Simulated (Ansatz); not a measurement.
Species: H4O2Si2, SMILES `O/[SiH]=[SiH]/O` (H–O–Si–Si torsion -58°, Si–Si–O–H torsion 58°) (charge 0, multiplicity 1).

Give a relaxed geometry from r2SCAN-D4/def2-TZVP in Ansatz (a quantum-chemistry and plane-wave program).

Several could match; the one computed here: the end point of this relaxation, one of several conformers (outside a Z-matrix the atoms follow the SMILES, hydrogens last).
Bonds (Å): O1–Si2 1.658, O1–H5 0.962, Si2–Si3 2.260, Si2–H6 1.492, Si3–O4 1.658, Si3–H7 1.492, O4–H8 0.962. Angles (°): Si2–O1–H5 115.8, O1–Si2–Si3 118.8, O1–Si2–H6 103.9, Si3–Si2–H6 114.0, Si2–Si3–O4 118.8, Si2–Si3–H7 114.0, O4–Si3–H7 103.9, Si3–O4–H8 115.8.
